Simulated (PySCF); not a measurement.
Isomers of [C5H5NO3P]- (charge -1), one GFN2-xTB conformer each. Single-point energies are computed at PBE0/pcSseg-1 (PySCF, gas phase, no added dispersion term), electronic only.

```json
{"SMILES": "O=[P@]([O-])(O)c1cccnc1", "GFN2-xTB relative energy (kcal/mol)": "0.3"}
{"SMILES": "O=[P@]([O-])(O)c1ccncc1", "GFN2-xTB relative energy (kcal/mol)": "0.0"}
{"SMILES": "O=[P@]([O-])(O)c1ccccn1", "GFN2-xTB relative energy (kcal/mol)": "3.6"}
```

Conformers: `[O:1]=[P@:2]([O-:3])([OH:4])[c:5]1[cH:6][cH:7][cH:8][n:9][cH:10]1` (charge -1) with O1–P2–O4–H 152°, O1–P2–C5–C6 30°; `[O:1]=[P@:2]([O-:3])([OH:4])[c:5]1[cH:6][cH:7][n:8][cH:9][cH:10]1` (charge -1) with O1–P2–O4–H 151°, O1–P2–C5–C6 -73°; `[O:1]=[P@:2]([O-:3])([OH:4])[c:5]1[cH:6][cH:7][cH:8][cH:9][n:10]1` (charge -1) with O1–P2–O4–H 177°, O1–P2–C5–C6 -40°.

**Question.** What does PBE0/pcSseg-1 give for the same structures?

**Answer.** 
| SMILES | PBE0/pcSseg-1 E (Eh) | PBE0/pcSseg-1 (kcal/mol) | GFN2-xTB (kcal/mol) | point group |
| --- | --- | --- | --- | --- |
| O=[P@]([O-])(O)c1cccnc1 | -814.74429 | 0.0 | 0.3 | C1 |
| O=[P@]([O-])(O)c1ccncc1 | -814.74323 | 0.7 | 0.0 | C1 |
| O=[P@]([O-])(O)c1ccccn1 | -814.73417 | 6.4 | 3.6 | C1 |

GFN2-xTB puts O=[P@]([O-])(O)c1ccncc1 lowest instead; measured from each level's own lowest isomer, the values differ by up to 2.8 kcal/mol (O=[P@]([O-])(O)c1ccccn1: 3.6 against 6.4). Neighbours under 5.0 kcal/mol apart (O=[P@]([O-])(O)c1cccnc1 and O=[P@]([O-])(O)c1ccncc1) can change places with a better method, another conformer or zero-point energy.
